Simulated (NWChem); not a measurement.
Species: CBrCl3; SMILES ClC(Br)(Cl)Cl

```xyz
5

Cl     1.0894    -1.2626    -1.0007
C      0.0000     0.0000    -0.4190
Cl    -1.6382    -0.3121    -1.0007
Cl     0.5488     1.5748    -1.0007
Br     0.0000     0.0000     1.5299
```
Atoms are numbered in this order, from 1.

Results from NWChem. Medium grid unless said otherwise, to which SCAN and Minnesota functionals are sensitive. Structure relaxed at the PBE0/def2-SVP level.

Problem. Order these by “orbital gap (eV)”, lowest first: B3LYP/def2-SVP; PW91/def2-SVP; MPW1K/def2-SVP.

Solution. PW91/def2-SVP (4.54), B3LYP/def2-SVP (6.44), MPW1K/def2-SVP (8.66)
